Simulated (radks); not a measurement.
Results of a calculation; reference values are marked as such.
Sb3+, configuration [Kr] 4d10 5s1 6s1 (not the ground configuration). Level of theory: scalar-relativistic Kohn-Sham, PBEsol, spin-polarised, spherical densities, point nucleus; open shells are filled with parallel spins first (spin-orbit coupling, left out, can overturn this in heavy ions) (a radial shooting solver on a logarithmic mesh with Libxc functionals).

Normalised radial functions P(r) = r R(r), r in bohr:

r         4s down  4p down
0.00379    0.1719   0.0112
0.005095   0.2098   0.0188
0.006905   0.2498   0.0317
0.009284   0.2836   0.0522
0.01258    0.3021   0.0855
0.01692    0.2883   0.1345
0.02293    0.2213   0.2058
0.03107    0.0834   0.2971
0.04177   -0.1172   0.3914
0.05661   -0.3461   0.4564
0.07612   -0.4884   0.4267
0.1032    -0.4081   0.2313
0.1387    -0.0368  -0.1296
0.188      0.4927  -0.5385
0.2527     0.7504  -0.6901
0.3425     0.3679  -0.3344
0.4605    -0.5060   0.4195
0.6241    -1.2300   1.1043
0.839     -1.2361   1.2189
1.137     -0.7250   0.8233
1.529     -0.2610   0.3606
2.072     -0.0507   0.0926
2.786     -0.0050   0.0133
3.775     -0.0002   0.0008
5.076     0.0000   0.0000
6.879     0.0000   0.0000
9.249     0.0000   0.0000
12.53     0.0000   0.0000

4s down: eigenvalue -183.86 eV, 3 radial nodes at r = 0.0355, 0.142, 0.392 bohr, <r> = 0.790 bohr, 90 % of the charge inside 1.14 bohr. 4p down: eigenvalue -136.80 eV, 2 radial nodes at r = 0.126, 0.395 bohr, <r> = 0.850 bohr, 90 % of the charge inside 1.25 bohr.
